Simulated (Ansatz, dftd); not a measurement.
System: PN, charge 0, singlet. PN (SMILES P#N).
B3LYP-D3(BJ)/def2-TZVP minimum from Ansatz (a quantum-chemistry and plane-wave program):
```
N
P 1 1.4828
```

Wanted: atomisation energy (electronic, to ground-state atoms), in kcal/mol. Radicals and triplets start from unrestricted determinants; spin-orbit coupling is neglected. Correlated methods leave the cores frozen. Rows without X2C or -DK are non-relativistic. CBS(X,Y): correlation extrapolated as X^-3, Hartree-Fock from the larger set (Q,5: extrapolated as (X+1)exp(-9√X)). A bracket is a step between two methods taken in the basis named. The functionals are non-relativistic, so their misses hold any scalar relativity. '+ core + X2C': CCSD(T) terms for core correlation (cc-pwCVTZ, 1s frozen past Ne) and scalar relativity (cc-pVTZ-DK). The restricted determinant of NP (N#P, singlet) is unstable towards broken spin symmetry in at least one set run.

Compared with CCSD(T)/CBS(cc-pV(Q+d)Z,cc-pV(5+d)Z) + [CCSDT(Q) - CCSD(T)]/cc-pV(5+d)Z + [CCSDTQ - CCSDT(Q)]/cc-pV(D+d)Z + core + X2C (Ansatz): 146.5 kcal/mol.

Costs are rough ratios of core time, to one figure, on one kind of shared machine, summed over the single points of the molecules; atoms, geometries and frequencies are left out. The first row took roughly 0.6 core seconds; short runs hold start-up time.

```json
[
 {"level": "CAM-B3LYP-D4/def2-TZVPD", "program": "Ansatz + dftd4", "cost relative to the first row": "1", "difference (kcal/mol)": "-3.5"},
 {"level": "r2SCAN-D4/def2-TZVPD", "program": "Ansatz + dftd4", "cost relative to the first row": "1", "difference (kcal/mol)": "-8.1"},
 {"level": "CCSD(T)/CBS(cc-pV(T+d)Z,cc-pV(Q+d)Z) + core + X2C", "program": "Ansatz", "cost relative to the first row": "20", "difference (kcal/mol)": "-1.4"},
 {"level": "CCSD(T)/CBS(cc-pV(Q+d)Z,cc-pV(5+d)Z)", "program": "Ansatz", "cost relative to the first row": "30", "difference (kcal/mol)": "-1.4"},
 {"level": "CCSD(T)/CBS(cc-pV(Q+d)Z,cc-pV(5+d)Z) + [CCSDT(Q) - CCSD(T)]/cc-pV(D+d)Z + core + X2C", "program": "Ansatz", "cost relative to the first row": "50", "difference (kcal/mol)": "0.7"},
 {"level": "CCSDT(Q)/cc-pV(5+d)Z", "program": "Ansatz", "cost relative to the first row": "1000", "difference (kcal/mol)": "-2.8"}
]
```

The dearest row costs roughly 1000 times the first. Costs within a factor of two don't rank. The table holds for this case alone.
